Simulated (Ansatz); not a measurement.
```yaml
crystal:
  periodic: [false, false, false]
  atoms:
    - {symbol: As, position_ang: [-0.003981, -2.309905, -0.225965]}
    - {symbol: In, position_ang: [-2.489614, -1.432400, 0.440251]}
    - {symbol: As, position_ang: [-2.000225, 1.157922, -0.225555]}
    - {symbol: In, position_ang: [2.483261, -1.440839, 0.445721]}
    - {symbol: As, position_ang: [2.005237, 1.151982, -0.218049]}
    - {symbol: In, position_ang: [0.003820, 2.870867, 0.439490]}
    - {symbol: H, position_ang: [-0.006293, -3.794187, 0.070729]}
    - {symbol: H, position_ang: [-0.003175, -2.461073, -1.732020]}
    - {symbol: H, position_ang: [-3.583965, -2.062200, -0.732499]}
    - {symbol: H, position_ang: [-2.567166, -1.476605, 2.158826]}
    - {symbol: H, position_ang: [-2.137659, 1.237177, -1.730829]}
    - {symbol: H, position_ang: [-3.283104, 1.901447, 0.078520]}
    - {symbol: H, position_ang: [3.577862, -2.073238, -0.725418]}
    - {symbol: H, position_ang: [2.556541, -1.487796, 2.164452]}
    - {symbol: H, position_ang: [2.150227, 1.232942, -1.722519]}
    - {symbol: H, position_ang: [3.288899, 1.891149, 0.093364]}
    - {symbol: H, position_ang: [0.000369, 2.964203, 2.157886]}
    - {symbol: H, position_ang: [0.008943, 4.130566, -0.736386]}
basis:
  gaussian: {orbitals: def2-SVP}
hamiltonian: {xc: {name: PBEsol}, pseudopotentials: {relativity: scalar}}
scf: {omitted_lower_state_checks: [starts]}
output: {forces: true}
```

```sh
$ ansatz run in.yaml --threads 2 --pin off --events-out ev --progress --plain --max-ram 32768MiB --backend cpu
```

Output, abridged:

```
Functional definition: PBEsol
2733 factors; their error is unknown
mean field evaluation 1: about -199626.7670 eV, gradient 3.5e1 eV
mean field evaluation 2: about -199627.4961 eV, gradient 3.1e1 eV
mean field evaluation 4: about -199629.7609 eV, gradient 1.9e0 eV
mean field evaluation 8: about -199629.7804 eV, gradient 4.1e-2 eV
mean field evaluation 16: about -199629.6613 eV, gradient 2.9e-5 eV
mean field -199629.66126023 eV, -7336.2547374691 hartree, gradient 2.9e-5 eV, S^2 0.000000; 0 other end points of the search recorded, 0 dependent functions left out
reference -199629.66134355 eV, -7336.2547405311 hartree; 87, 87 occupied and 147, 147 virtual orbitals, 2733 factors
Total energy: -199629.66134355 eV, -7336.2547405311 hartree
Relativity: scalar
Atom 0 at    -0.003981    -2.309905    -0.225965 Å, force     0.000565     0.336467     0.224805 eV/Å
Atom 1 at    -2.489614    -1.432400     0.440251 Å, force     0.102735     0.059083    -0.069838 eV/Å
Atom 2 at    -2.000225     1.157922    -0.225555 Å, force     0.292372    -0.169206     0.223128 eV/Å
Atom 3 at     2.483261    -1.440839     0.445721 Å, force    -0.102211     0.059049    -0.069760 eV/Å
Atom 4 at     2.005237     1.151982    -0.218049 Å, force    -0.293829    -0.168580     0.221659 eV/Å
Atom 5 at     0.003820     2.870867     0.439490 Å, force     0.000055    -0.118053    -0.069333 eV/Å
Atom 6 at    -0.006293    -3.794187     0.070729 Å, force    -0.000680    -0.191524     0.018967 eV/Å
Atom 7 at    -0.003175    -2.461073    -1.732020 Å, force     0.000502    -0.049962    -0.181292 eV/Å
Atom 8 at    -3.583965    -2.062200    -0.732499 Å, force    -0.033974    -0.019598    -0.056936 eV/Å
Atom 9 at    -2.567166    -1.476605     2.158826 Å, force     0.015225     0.008575     0.064563 eV/Å
Atom 10 at    -2.137659     1.237177    -1.730829 Å, force    -0.043721     0.025291    -0.180965 eV/Å
Atom 11 at    -3.283104     1.901447     0.078520 Å, force    -0.165600     0.096443     0.019943 eV/Å
Atom 12 at     3.577862    -2.073238    -0.725418 Å, force     0.033943    -0.019671    -0.056674 eV/Å
Atom 13 at     2.556541    -1.487796     2.164452 Å, force    -0.015129     0.008698     0.064200 eV/Å
Atom 14 at     2.150227     1.232942    -1.722519 Å, force     0.044558     0.025624    -0.180631 eV/Å
Atom 15 at     3.288899     1.891149     0.093364 Å, force     0.165659     0.095219     0.020778 eV/Å
Atom 16 at     0.000369     2.964203     2.157886 Å, force    -0.000102    -0.017363     0.064341 eV/Å
Atom 17 at     0.008943     4.130566    -0.736386 Å, force    -0.000368     0.039507    -0.056956 eV/Å
Dipole moment:     0.000437     0.000282    -0.291273 e Å
Checks for a lower state left out: starts
```

It took 9 s on 2 threads of AMD EPYC 7R13 on a shared host.

In the def2 sets In takes a core potential; there is no spin–orbit coupling.
